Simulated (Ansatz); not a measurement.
Ansatz results at the PBE0-D4/def2-TZVP geometry: HOMO energy (B3LYP/def2-TZVPP) -7.17 eV; HOMO–LUMO gap (B3LYP/def2-TZVPP) 6.20 eV; size of the dipole moment (PBE/def2-TZVPP) 1.42 D.

Task: Which molecule gave them?
A. `Cl[SiH]1[SiH2]S1`
B. `O=C(S)BF`
C. `F[SiH]([AlH2])[GeH3]`
D. `BOC=C`

Result: A. The others give `BOC=C`: -7.29, 6.21, 1.10; `F[SiH]([AlH2])[GeH3]`: -7.18, 4.66, 1.04; `O=C(S)BF`: -7.42, 4.70, 2.73.

B3LYP here is the variant with VWN-RPA as its local correlation; programs differ in this.
